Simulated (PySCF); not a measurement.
Polarisability and C₆ of Se+ (selenium, charge +1)

[Ar] 3d10 4s2 4p3, high-spin 4S determinant. Calculation: PySCF 2.14, in dyall-av3z (24s17p11d2f, 144 functions); no relativity, point nucleus. Coupled (time-dependent) response in atomic units; α is the mean over directions.

```json
{"method": "BHandHLYP", "mean α (bohr³)": "14.20", "C₆ (like pair)": "86.36", "S(−4)": "48.43"}
```

S(−4) is the Cauchy moment in α(ω) = α(0) + S(−4) ω² + …

α(iu) at BHandHLYP:

```
u (hartree)  α(iu) (bohr³)
          0          14.20
     0.0500          14.08
      0.100          13.73
      0.200          12.52
      0.300          10.95
      0.500          7.913
      0.750          5.241
       1.00          3.621
       1.50          1.989
       2.00          1.259
       3.00         0.6484
       5.00         0.2771
```

A single London oscillator, α(iu) = α/(1 + u²/ω²), gives C₆ = (3/4) ω α². Matching the computed C₆ needs ω = 4 × 86.36 / (3 × 14.20²) = 0.571 hartree.

For an ion, C₆ is the dispersion term alone; charge-induced terms of lower order in 1/R come first.
